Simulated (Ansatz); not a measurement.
Breaking the B1–H2 bond in BH5OSi (SMILES BO[SiH3]) (multiplicity 1 held, fragments rigid). Energies count from the point at 1.194 Å.
Geometry at that point (charge 0, multiplicity 1):
```xyz
8

B     -0.3553     0.1677     1.7461
H     -1.1220     0.7228     2.4744
H      0.5157    -0.5422     2.1656
O     -0.4893     0.3573     0.4177
Si     0.3307    -0.2012    -0.9148
H      0.8626     0.9682    -1.6432
H     -0.6298    -0.9343    -1.7642
H      1.4354    -1.0943    -0.4978
```

Signs of static correlation in cc-pV(T+d)Z, with CASSCF(2,2), from Ansatz (a first-principles code) runs.

```csv
R (Å),T1 of restricted CCSD,largest double amplitude of restricted CCSD,weight of the CASSCF reference in MRCISD,CASSCF natural occupations
0.955,0.013,0.023,0.888,1.99 0.01
1.075,0.013,0.023,0.888,1.99 0.01
1.194,0.013,0.023,0.888,1.98 0.02
1.314,0.013,0.024,0.888,1.98 0.02
1.433,0.013,0.024,0.888,1.97 0.03
1.612,0.014,0.031,0.888,1.95 0.05
1.791,0.015,0.080,0.888,1.92 0.08
2.090,0.018,[?],0.888,1.86 0.14
2.389,[?],0.265,0.888,1.76 0.24
2.747,0.038,0.390,0.889,1.59 0.41
3.225,0.060,0.578,0.889,1.37 0.63
3.822,0.084,0.793,0.889,1.17 0.83
```

Question: What belongs in the gaps?

Answer: 
- 2.090, largest double amplitude of restricted CCSD: 0.171
- 2.389, T1 of restricted CCSD: 0.025

Doubts at one or more of the structures used: a restricted determinant that unrestricted orbitals would lower (R-CCSD(T)/cc-pV(T+d)Z); other coupled-cluster roots lie near (R-CCSD(T)/cc-pV(T+d)Z); T1 above 0.05 (R-CCSD(T)/cc-pV(T+d)Z, U-CCSD(T)/cc-pV(T+d)Z); a spin-contaminated determinant (U-CCSD(T)/cc-pV(T+d)Z).
